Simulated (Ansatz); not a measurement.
Telling isomers of CH3BeBrSi apart by their spectra

These gas-phase data were calculated for one isomer of CH3BeBrSi at PBE0-D3(BJ)/def2-SVP (harmonic, unscaled wavenumbers; equilibrium rotational constants with average atomic masses):

| Quantity | Value |
| --- | --- |
| rotational constants | 23.9, 0.9121, 0.8785 GHz |
| all wavenumbers above 1500 cm⁻¹ | 3178, 2279, 2256 |
| dipole moment | 2.52 D (PBE0/def2-TZVPD) |

Candidates:

(1) `C=[SiH][Be][Br]`, a singlet
(2) `[SiH2]=[CH][Be][Br]`, a singlet

Which structure fits?

Candidate (2). 2 modes lie between 2000 and 2380 cm⁻¹, one for each Si–H bond, while (1) has 1.

The same quantities for all candidates:

```
     rotational constants (GHz)  wavenumbers above 1500 cm⁻¹  dipole (D)  E above the lowest, PBE0-D3(BJ)/def2-SVP (kcal/mol)
(1)        20.99, 0.889, 0.8529             3267, 3163, 2233        0.44                                                  6.7
(2)        23.9, 0.9121, 0.8785             3178, 2279, 2256        2.52                                                  0.0
```

Harmonic stretches to hydrogen usually lie a few per cent above observed fundamentals. Each candidate is one conformer. Programs: Ansatz 0.2.0.
